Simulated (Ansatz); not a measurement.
Isolated molecules relaxed with PBE0-D4/def2-TZVP in Ansatz; ΔE leaves out vibrations. CCSD(T)/CBS adds triple-zeta CCSD(T) − MP2 to the extrapolated MP2 energy (def2 sets, frozen cores). This one scheme is used for every species. DFT in def2-TZVPP. B3LYP here is the variant with VWN-RPA as its local correlation; programs differ in this. For Ge outer-core shells are correlated without core-valence functions, which leaves a few kJ/mol of doubt a bond. Scalar relativity is left out up to krypton. Each species was taken in one conformer, which may not be the lowest.

`S[CH]1N=[CH][GeH2]1` + H₂ → `[CH]1=N[CH2][GeH2]1` + H₂S  (hydrogenolysis of a C–S bond)

CCSD(T)/CBS gives -16.9 kcal/mol.

Problem. Another level gave -20.0 kcal/mol. Which?
A. PBE-D4/def2-TZVPP
B. B2PLYP/def2-TZVPP
C. B3LYP/def2-TZVPP
D. SCS-MP2/def2-TZVPP

Solution. C. B3LYP -20.0, B2PLYP -18.5, PBE-D4 -15.7, SCS-MP2/def2-TZVPP -17.1 kcal/mol.

Largest T1 diagnostic among the species: 0.013.

In def2-TZVPP, CCSD(T) changes the Hartree–Fock value by +5.7 kcal/mol (the triples alone add +1.6 kcal/mol) and MP2 by +7.9 kcal/mol. The D4 term adds +3.0 kcal/mol with B3LYP and +1.6 kcal/mol with PBE0; it sums over pairs of atoms, weighted by their polarisabilities, and B3LYP, whose exchange is more repulsive, gets the larger term. From PBE to PBE0 (25 % exact exchange), in def2-TZVPP and without D4, ΔE moves by −1.4 kcal/mol.
